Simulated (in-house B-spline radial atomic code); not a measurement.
# PBE0 excitations of Mg III (Mg2+)

Method: PBE0. Computed with an all-electron radial atomic-structure program (B-spline basis): linear response of the closed shell [He] 2s2 2p6 with the functional's adiabatic kernel; non-relativistic, point nucleus, no spin-orbit coupling, no double excitations, S, P, D and F terms only. Only terms of natural parity with L up to 3 were computed.

Command:
```bash
python run_td.py task.json out
```
Settings (radii: box in bohr, nucleus in fm):
```
Z                        12
electrons                10
configuration            [He] 2s2 2p6
hamiltonian              nr
method                   pbe0
box_radius               29.48
intervals                52
```

Run time, properties included: 0.4 s on 1 thread of Intel(R) Xeon(R) Platinum 8375C CPU @ 2.90GHz (Ice Lake), on a shared host.

The lowest states, in the order of their Tamm-Dancoff energies; the method's threshold (minus the highest occupied level) is 70.78 eV. Labels give the largest channel, * marks a mixed state, and oscillator strengths are full-response dipole values. Semilocal kernels can invert the small singlet-triplet splittings of Rydberg terms. Energies in eV:

| state | full response | Tamm-Dancoff | oscillator strength |
| --- | --- | --- | --- |
| 2p → 3s 3P | 49.92 | 49.94 | - |
| 2p → 3s 1P | 50.56 | 50.57 | 0.201 |
| 2p → 3p 3S | 54.83 | 54.86 | - |
| 2p → 3p 3D | 55.43 | 55.45 | - |
| 2p → 3p 1D | 55.84 | 55.84 | - |
| 2p → 3p 1S | 57.92 | 58.15 | - |
| 2p → 3d 3P | ? | ? | - |
| 2p → 3d 3F | 61.88 | 61.88 | - |
| 2p → 3d 1F | 61.96 | 61.96 | - |
| 2p → 3d 1P | 62.20 | 62.22 | 0.304 |
| 2p → 4s 3P | 62.46 | 62.47 | - |
| 2p → 4s 1P | 62.60 | 62.60 | 0.0295 |
| 2p → 4p 3S | ? | ? | - |
| 2p → 4p 3D | 64.01 | 64.01 | - |
| 2p → 4p 1D | 64.11 | 64.11 | - |
| 2p → 4p 1S | 64.70 | 64.77 | - |

(1) Where does 2p → 3d 3P lie?

(2) Where does 2p → 4p 3S lie?

(3) How large is the singlet-triplet splitting of 2p → 3s (P terms) in Tamm-Dancoff?

(4) What polarisabilities and dispersion coefficient does the method give?

Answers

(1) At 61.79 eV in full response, 61.79 eV in Tamm-Dancoff.

(2) At 63.88 eV in full response, 63.89 eV in Tamm-Dancoff.

(3) 0.637 eV, from the unrounded values.

(4) Dipole 0.4996 bohr³, quadrupole 0.5787 bohr⁵, C6 0.6027 hartree·bohr⁶ for two such species.
